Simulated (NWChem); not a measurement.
System: trimethylarsine (C$_{3}$H$_{9}$As); SMILES C[As](C)C

Parts of the log:

```
             Northwest Computational Chemistry Package (NWChem) 7.3.0
             --------------------------------------------------------

 C3V symmetry detected

                             Geometry "geometry" -> ""
                             -------------------------

 Output coordinates in angstroms (scale by  1.889725989 to convert to a.u.)

  No.       Tag          Charge          X              Y              Z
 ---- ---------------- ---------- -------------- -------------- --------------
    1 C                    6.0000     1.20502603     1.20502603    -0.51369975
    2 As                  33.0000    -0.00000000     0.00000000     0.46849425
    3 C                    6.0000     0.44107014    -1.64609617    -0.51369975
    4 C                    6.0000    -1.64609617     0.44107014    -0.51369975
    5 H                    1.0000     1.09438205     1.09438205    -1.60338375
    6 H                    1.0000     2.24652975     0.98771954    -0.23392725
    7 H                    1.0000     0.98771954     2.24652975    -0.23392725
    8 H                    1.0000     0.40057163    -1.49495368    -1.60338375
    9 H                    1.0000    -0.26787466    -2.43941161    -0.23392725
   10 H                    1.0000     1.45169207    -1.97865509    -0.23392725
   11 H                    1.0000    -1.49495368     0.40057163    -1.60338375
   12 H                    1.0000    -2.43941161    -0.26787466    -0.23392725
   13 H                    1.0000    -1.97865509     1.45169207    -0.23392725

 Effective nuclear repulsion energy (a.u.)     290.0995563262

      Symmetry information
      --------------------

 Group name             C3v
 Group number             17
 Group order               6
 No. of unique centers     4

  pbe96 is a nonlocal functional; adding pw91lda local functional.

                                 NWChem DFT Module
                                 -----------------

 Summary of "ao basis" -> "ao basis" (spherical)
 ------------------------------------------------------------------------------
       Tag                 Description            Shells   Functions and Types
 ---------------- ------------------------------  ------  ---------------------
 C                         def2-tzvpd               13       37   6s3p3d1f
 As                        def2-tzvpd               18       54   7s5p5d1f
 H                         def2-tzvpd                5        9   3s2p

      Symmetry analysis of basis
      --------------------------

        a1         60
        a2         24
        e         162

  Rotation of axis

            General Information
            -------------------
          SCF calculation type: DFT
          Wavefunction type:  closed shell.
          No. of atoms     :    13
          No. of electrons :    60
           Alpha electrons :    30
            Beta electrons :    30
          Charge           :     0
          Spin multiplicity:     1
          Use of symmetry is: on ; symmetry adaption is: on
          Maximum number of iterations: 150
          AO basis - number of functions:   246
                     number of shells:   102
          Convergence on energy requested:  1.00D-06
          Convergence on density requested:  1.00D-05
          Convergence on gradient requested:  5.00D-04

              XC Information
              --------------
          PerdewBurkeErnzerhof Exchange Functional  1.000
            Perdew 1991 LDA Correlation Functional  1.000 local
           PerdewBurkeErnz. Correlation Functional  1.000 non-local

             Grid Information
             ----------------
          Grid used for XC integration:  medium
          Radial quadrature: Mura-Knowles
          Angular quadrature: Lebedev.
          Tag              B.-S. Rad. Rad. Pts. Rad. Cut. Ang. Pts.
          ---              ---------- --------- --------- ---------
          C                   0.70       49          12.0       434
          As                  1.15      112          10.0       590
          H                   0.35       45          13.0       434
          Grid pruning is: on
          Number of quadrature shells:   251
          Spatial weights used:  Erf1

      Superposition of Atomic Density Guess
      -------------------------------------

 Sum of atomic energies:       -2351.64983069

      Non-variational initial energy
      ------------------------------

 Total energy =   -2353.926787
 1-e energy   =   -3847.509104
 2-e energy   =    1203.482761
 HOMO         =      -0.257677
 LUMO         =       0.041560

      Symmetry analysis of molecular orbitals - initial
      -------------------------------------------------

  Numbering of irreducible representations:

     1 a1          2 a2          3 e

  Orbital symmetries:

     1 a1          2 a1          3 e           4 e           5 a1
     6 a1          7 e           8 e           9 a1         10 e
    11 e          12 a1         13 e          14 e          15 e
    16 e          17 a1         18 a1         19 e          20 e
    21 a1         22 a1         23 e          24 e          25 e
    26 e          27 a2         28 e          29 e          30 a1
    31 a1         32 e          33 e          34 a1         35 a1
    36 e          37 e          38 e          39 e          40 e

------------------------------------------------------------
EAF file 0: "./job.aoints.0" size=547880960 bytes
------------------------------------------------------------
               write      read    awrite     aread      wait
               -----      ----    ------     -----      ----
     calls:     1045         0         0         0         0
   data(b): 5.48e+08  0.00e+00  0.00e+00  0.00e+00
   time(s): 0.00e+00  0.00e+00  0.00e+00  0.00e+00  0.00e+00
rate(mb/s): 0.00e+00  0.00e+00
------------------------------------------------------------

     ---------------------------------------------
      Total Density - Mulliken Population Analysis
     ---------------------------------------------

    Atom       Charge   Shell Charges
 -----------   ------   -------------------------------------------------------
    1 C    6     6.82   0.86  1.12  0.56  0.71 -0.00  0.01  1.25  1.51  0.73  0.01  0.02  0.03  0.00
    2 As  33    32.53   2.00  2.00  1.17  0.78  0.94  0.90  0.08  5.99  5.76  0.36  1.59  0.77  8.94  1.09  0.02  0.13 -0.01  0.03
    3 C    6     6.82   0.86  1.12  0.56  0.71 -0.00  0.01  1.25  1.51  0.73  0.01  0.02  0.03  0.00
    4 C    6     6.82   0.86  1.12  0.56  0.71 -0.00  0.01  1.25  1.51  0.73  0.01  0.02  0.03  0.00
    5 H    1     0.78   0.24  0.44  0.05  0.02  0.03
    6 H    1     0.78   0.24  0.44  0.04  0.02  0.04
    7 H    1     0.78   0.24  0.44  0.04  0.02  0.04
    8 H    1     0.78   0.24  0.44  0.05  0.02  0.03
    9 H    1     0.78   0.24  0.44  0.04  0.02  0.04
   10 H    1     0.78   0.24  0.44  0.04  0.02  0.04
   11 H    1     0.78   0.24  0.44  0.05  0.02  0.03
   12 H    1     0.78   0.24  0.44  0.04  0.02  0.04
   13 H    1     0.78   0.24  0.44  0.04  0.02  0.04

   convergence    iter        energy       DeltaE   RMS-Dens  Diis-err
 ---------------- ----- ----------------- --------- --------- ---------
 d= 0,ls=0.0,diis     1  -2355.1029972854 -2.65D+03  5.86D-03  9.44D-01
 d= 0,ls=0.0,diis     2  -2355.1397131244 -3.67D-02  1.51D-03  8.04D-02
 d= 0,ls=0.0,diis     3  -2355.1385037596  1.21D-03  7.38D-04  5.90D-02
 d= 0,ls=0.0,diis     4  -2355.1446243294 -6.12D-03  1.99D-04  7.78D-03
 d= 0,ls=0.0,diis     5  -2355.1454303565 -8.06D-04  2.90D-05  4.56D-05
  Resetting Diis
 d= 0,ls=0.0,diis     6  -2355.1454328825 -2.53D-06  7.43D-06  1.94D-06
 d= 0,ls=0.0,diis     7  -2355.1454330834 -2.01D-07  6.25D-06  3.39D-07

         Total DFT energy =    -2355.145433083410
      One electron energy =    -3851.878607330143
           Coulomb energy =     1308.789542412509
    Exchange-Corr. energy =     -102.155924492013
 Nuclear repulsion energy =      290.099556326238

 Numeric. integr. density =       59.999979230305

                  Occupations of the irreducible representations
                  ----------------------------------------------

                     irrep           alpha         beta
                     --------     --------     --------
                     a1               11.0         11.0
                     a2                1.0          1.0
                     e                18.0         18.0

                       DFT Final Molecular Orbital Analysis
                       ------------------------------------

 Vector   28  Occ=2.000000D+00  E=-2.757436D-01  Symmetry=e
              MO Center=  3.1D-01, -2.6D-01, -2.2D-01, r^2= 3.5D+00
   Bfn.  Coefficient  Atom+Function         Bfn.  Coefficient  Atom+Function
  ----- ------------  ---------------      ----- ------------  ---------------
    55      0.306948   2 As py               99     -0.242702   3 C  py
   102     -0.193005   3 C  py               49     -0.191547   2 As py
    96      0.183318   3 C  s                58      0.181477   2 As py
     8     -0.173924   1 C  py              105     -0.156206   3 C  py
     5     -0.142570   1 C  s                11     -0.131715   1 C  py

 Vector   29  Occ=2.000000D+00  E=-2.757436D-01  Symmetry=e
              MO Center= -3.1D-01,  2.6D-01, -2.2D-01, r^2= 3.5D+00
   Bfn.  Coefficient  Atom+Function         Bfn.  Coefficient  Atom+Function
  ----- ------------  ---------------      ----- ------------  ---------------
    54      0.306948   2 As px              135     -0.246913   4 C  px
   138     -0.196758   4 C  px               48     -0.191547   2 As px
   133      0.188152   4 C  s                57      0.181477   2 As px
     7     -0.165502   1 C  px              141     -0.157851   4 C  px
     5     -0.129365   1 C  s                13     -0.126039   1 C  px

[...]
```

Level: PBE/def2-TZVPD. Coordinates come from a PBE0/def2-SVP optimisation.

Problem. Reconstruct the input file.

Solution. This is not unique; one that fits is the input that was run:
```
start job
memory heap 200 mb stack 900 mb global 1100 mb
geometry units angstroms noautoz
  C      0.635177     1.581368    -0.530516
  As     0.000000     0.000000     0.451678
  C      1.051916    -1.340764    -0.530516
  C     -1.687094    -0.240604    -0.530516
  H      0.578122     1.435661    -1.620200
  H      1.677908     1.791350    -0.249693
  H      0.025434     2.453572    -0.251794
  H      0.954258    -1.218498    -1.620200
  H      0.712400    -2.348786    -0.249693
  H      2.112139    -1.248813    -0.251794
  H     -1.532379    -0.217162    -1.620200
  H     -2.137573    -1.204759    -0.251794
  H     -2.390309     0.557436    -0.249693
end
basis spherical
  * library def2-tzvpd
end
dft
  xc xpbe96 cpbe96
  iterations 150
  semidirect filesize 400000000
  mulliken
end
task dft energy
```
